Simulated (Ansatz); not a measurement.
Basis sets compared for closo-2-NB4 (H on N) (B₄NH₅). Total charge 0; singlet. Geometry r2SCAN-D4/def2-SVP. Ansatz on 2 threads of Arm Neoverse V2 on a shared host; times are rough, and most runs start from earlier orbitals.

```xyz
10

B    -0.197    0.657    0.872
B    -0.028    0.976   -0.836
B     0.096   -0.925    0.887
B     1.090    0.007   -0.205
N    -0.546   -0.405   -0.407
H    -1.250   -0.928   -0.934
H    -0.854    1.466    1.456
H    -0.505    1.724   -1.631
H     0.085   -2.036    1.318
H     2.108   -0.535   -0.519
```

Another isomer (singlet) lies 2.15 eV lower at PBE0-D4/def2-TZVP; other spin states weren't run for this one.

Binding counts from free atoms (B doublet, N quartet, H doublet) in the same basis, without a counterpoise term.

```tsv
level	functions	energy (Eh)	HOMO (eV)	LUMO (eV)	binding per atom (eV)	wall time
HF/STO-3G	30	-154.0461	-7.08	6.05	3.80	0.15 s
PBE-D4/def2-SVP	95	-156.7607	-5.69	-1.65	4.01	1.2 s
PBE0-D4/def2-SVP	95	-156.7875	-6.68	-0.75	3.95	1.2 s
```

Task: Estimate the rows for HF/def2-TZVP, PBE-D4/def2-TZVP (with forces), PBE0-D4/def2-TZVP.

Result: 
```
                         level  functions  energy (Eh)  HOMO (eV)  LUMO (eV)  binding per atom (eV)  wall time
                  HF/def2-TZVP        185    -156.0394      -8.58       2.39                   2.74      1.2 s
PBE-D4/def2-TZVP (with forces)        185    -156.9273      -5.74      -1.77                   3.96      2.9 s
             PBE0-D4/def2-TZVP        185    -156.9511      -6.69      -0.85                   3.89      2.9 s
```
